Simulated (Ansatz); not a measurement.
Relaxation of BH9N2OSi (14 atoms, charge 0, multiplicity 1), to a largest force component of 0.03 eV/Å in at most 50 steps.

All numbers below come from RKS r2SCAN-D4/6-31G* in Ansatz.

```xyz
14
Properties=species:S:1:pos:R:3:forces:R:3
B 0.039 -0.346 -0.114 0.00 -0.41 0.20
O 0.033 -0.962 1.142 -0.04 -0.20 -0.43
H -0.828 -0.881 1.572 0.02 0.01 0.01
N 1.268 -0.368 -0.820 -0.04 -0.02 0.01
H 2.089 -0.786 -0.410 0.00 0.02 0.00
H 1.422 0.060 -1.718 0.01 0.01 0.01
N -1.124 0.313 -0.636 0.04 0.01 0.01
H -2.044 0.202 -0.236 0.01 -0.01 -0.01
H -1.155 0.672 -1.579 -0.01 0.01 0.00
Si -0.021 2.538 1.175 -0.08 0.56 0.03
H 0.600 3.524 2.117 -0.01 -0.03 -0.02
H 0.630 2.725 -0.147 -0.02 0.00 0.00
H -1.473 2.880 1.100 0.06 -0.02 -0.01
H 0.176 1.182 1.707 0.07 0.09 0.21
```

**Question.** Where does it end, and by what steps?

**Answer.** The forces met the threshold. The force dipped under the threshold on the way, but the program's further checks kept it going. After 12 steps the energy has fallen by 0.150 eV; H14 moved furthest, 0.49 Å.

```tsv
step	energy less start (eV)	largest force component (eV/Å)	accepted
0	0.0000	0.556	yes
1	-0.1073	0.333	yes
2	-0.0879	0.881	no
3	-0.1316	0.184	yes
4	-0.1414	0.136	yes
5	-0.1462	0.105	yes
6	-0.1481	0.090	yes
7	-0.1489	0.044	yes
8	-0.1492	0.032	yes
9	-0.1494	0.012	yes
10	-0.1496	0.022	yes
11	-0.1498	0.037	yes
12	-0.1499	0.028	yes
```

```xyz
14
Properties=species:S:1:pos:R:3
B 0.061 -0.530 -0.176
O 0.022 -1.337 0.949
H -0.757 -1.159 1.490
N 1.230 -0.598 -0.979
H 2.045 -1.089 -0.644
H 1.414 0.009 -1.762
N -1.019 0.371 -0.498
H -1.954 0.210 -0.149
H -1.041 0.831 -1.399
Si -0.084 2.786 1.249
H 0.390 3.929 2.088
H 0.726 2.771 0.002
H -1.523 3.021 0.948
H 0.102 1.538 2.035
```

Whether the end is a true minimum wasn't checked by a vibrational analysis.

Time of the run: 18 s on 4 threads of INTEL(R) XEON(R) PLATINUM 8581C CPU @ 2.10GHz (Emerald Rapids), on a shared host, peak memory 0.19 GiB.
